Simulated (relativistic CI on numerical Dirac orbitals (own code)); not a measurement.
# Sensitivity of the levels of Mn¹⁸⁺ to α and to the nuclear radius

Computed by Dirac-Coulomb-Breit CI, orbitals from a KLI potential per configuration, derivatives by finite differences, unscaled Slater integrals, QED left out (own radial code, finite nucleus).

CI space (outside the closed core 1s2): 2s2 2p3, 2s 2p4, 2p5, 2p4 3s, 2p4 3p, 2p4 3d, 2s2 2p2 3s, 2s2 2p2 3p. Levels of other configurations are missing.

With x = (α/α₀)² − 1 an excitation energy changes as ω = ω₀ + qx; K = 2q/ω₀ is the relative enhancement. Terms are leading LS components, so labels can repeat. The field-shift factor is F = δν/δ⟨r²⟩ for the transition from the lowest level.

Lowest level 2s2 2p3 4S°_3/2.

```tsv
Level	ω₀ (cm⁻¹)	q (cm⁻¹)	K	F (GHz/fm²)
2s2 2p3 2D°_3/2	134711	-1430	-0.0212	-0.154
2s2 2p3 2D°_5/2	166422	35940	0.432	0.139
2s2 2p3 2P°_1/2	241918	42090	0.348	-1.8
2s2 2p3 2P°_3/2	292191	117900	0.807	-1.7
2s 2p4 4P_5/2	710612	76310	0.215	-75.2
2s 2p4 4P_3/2	767142	135500	0.353	-75.3
2s 2p4 4P_1/2	787222	145200	0.369	-75.3
2s 2p4 2D_3/2	992700	111300	0.224	-76.5
2s 2p4 2D_5/2	1003907	133300	0.266	-76.5
2s 2p4 2S_1/2	1139116	112700	0.198	-76.9
2s 2p4 2P_3/2	1186766	122300	0.206	-79
2s 2p4 2P_1/2	1266820	208200	0.329	-78.7
2p5 2P°_3/2	1876612	175000	0.186	-151
```

At this charge energies of transitions that change n are usually good to better than 1 %, and those within a shell (Δn = 0) to a few per cent.
